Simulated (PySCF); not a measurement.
SMILES C(OC([CH2])=O)CCC (C₆H₁₁O₂), doublet, GFN2-xTB optimised geometry.

```
19

C      1.64    -2.19     0.01
C      1.12    -0.87     0.00
O      1.78     0.16    -0.01
O     -0.24    -0.87     0.00
C     -0.87     0.41     0.00
C     -0.92     1.02     1.40
C     -1.69     2.34     1.41
C     -1.72     2.95     2.80
H      0.98    -3.03     0.04
H      2.71    -2.33    -0.01
H     -0.33     1.08    -0.68
H     -1.88     0.22    -0.38
H     -1.39     0.31     2.08
H      0.11     1.19     1.74
H     -1.21     3.03     0.71
H     -2.71     2.16     1.06
H     -0.71     3.15     3.15
H     -2.20     2.28     3.50
H     -2.27     3.89     2.79
```

Density from PySCF with unrestricted B3LYP/def2-SVP at that geometry.

Minimum of the electron density along straight lines between bonded atoms, close to the bond critical point (lines longer than 1.1 times the sum of covalent radii, or with two minima, are not listed):

```json
[
 {"bond": "C1–C2", "length / Å": "1.425", "ρ at the minimum / e bohr⁻³": "0.301", "∇²ρ there / e bohr⁻⁵": "___", "position (fraction from the first atom)": "0.49"},
 {"bond": "C2–O3", "length / Å": "1.219", "ρ at the minimum / e bohr⁻³": "0.407", "∇²ρ there / e bohr⁻⁵": "0.16", "position (fraction from the first atom)": "0.33"},
 {"bond": "C2–O4", "length / Å": "1.356", "ρ at the minimum / e bohr⁻³": "0.296", "∇²ρ there / e bohr⁻⁵": "___", "position (fraction from the first atom)": "0.34"},
 {"bond": "O4–C5", "length / Å": "1.420", "ρ at the minimum / e bohr⁻³": "0.245", "∇²ρ there / e bohr⁻⁵": "___", "position (fraction from the first atom)": "0.66"},
 {"bond": "C5–C6", "length / Å": "1.529", "ρ at the minimum / e bohr⁻³": "0.249", "∇²ρ there / e bohr⁻⁵": "-0.58", "position (fraction from the first atom)": "0.51"},
 {"bond": "C6–C7", "length / Å": "1.526", "ρ at the minimum / e bohr⁻³": "0.246", "∇²ρ there / e bohr⁻⁵": "-0.56", "position (fraction from the first atom)": "0.50"},
 {"bond": "C7–C8", "length / Å": "1.524", "ρ at the minimum / e bohr⁻³": "0.245", "∇²ρ there / e bohr⁻⁵": "-0.57", "position (fraction from the first atom)": "0.50"},
 {"bond": "C1–H9", "length / Å": "1.073", "ρ at the minimum / e bohr⁻³": "0.288", "∇²ρ there / e bohr⁻⁵": "-1.14", "position (fraction from the first atom)": "0.65"},
 {"bond": "C1–H10", "length / Å": "1.073", "ρ at the minimum / e bohr⁻³": "0.288", "∇²ρ there / e bohr⁻⁵": "-1.14", "position (fraction from the first atom)": "0.65"},
 {"bond": "C5–H11", "length / Å": "1.096", "ρ at the minimum / e bohr⁻³": "0.283", "∇²ρ there / e bohr⁻⁵": "-1.09", "position (fraction from the first atom)": "0.64"},
 {"bond": "C5–H12", "length / Å": "1.092", "ρ at the minimum / e bohr⁻³": "0.285", "∇²ρ there / e bohr⁻⁵": "-1.09", "position (fraction from the first atom)": "0.63"},
 {"bond": "C6–H13", "length / Å": "1.092", "ρ at the minimum / e bohr⁻³": "0.276", "∇²ρ there / e bohr⁻⁵": "-1.00", "position (fraction from the first atom)": "0.62"},
 {"bond": "C6–H14", "length / Å": "1.092", "ρ at the minimum / e bohr⁻³": "0.279", "∇²ρ there / e bohr⁻⁵": "-1.02", "position (fraction from the first atom)": "0.63"},
 {"bond": "C7–H15", "length / Å": "1.092", "ρ at the minimum / e bohr⁻³": "0.277", "∇²ρ there / e bohr⁻⁵": "-1.00", "position (fraction from the first atom)": "0.62"},
 {"bond": "C7–H16", "length / Å": "1.093", "ρ at the minimum / e bohr⁻³": "0.276", "∇²ρ there / e bohr⁻⁵": "-1.00", "position (fraction from the first atom)": "0.62"},
 {"bond": "C8–H17", "length / Å": "1.087", "ρ at the minimum / e bohr⁻³": "0.278", "∇²ρ there / e bohr⁻⁵": "-1.02", "position (fraction from the first atom)": "0.62"},
 {"bond": "C8–H18", "length / Å": "1.088", "ρ at the minimum / e bohr⁻³": "0.277", "∇²ρ there / e bohr⁻⁵": "-1.01", "position (fraction from the first atom)": "0.62"},
 {"bond": "C8–H19", "length / Å": "1.087", "ρ at the minimum / e bohr⁻³": "0.277", "∇²ρ there / e bohr⁻⁵": "-1.02", "position (fraction from the first atom)": "0.62"}
]
```

Problem. Complete the blanks.

Solution. 
- C1–C2, ∇²ρ there / e bohr⁻⁵: -0.80
- C2–O4, ∇²ρ there / e bohr⁻⁵: -0.47
- O4–C5, ∇²ρ there / e bohr⁻⁵: -0.29
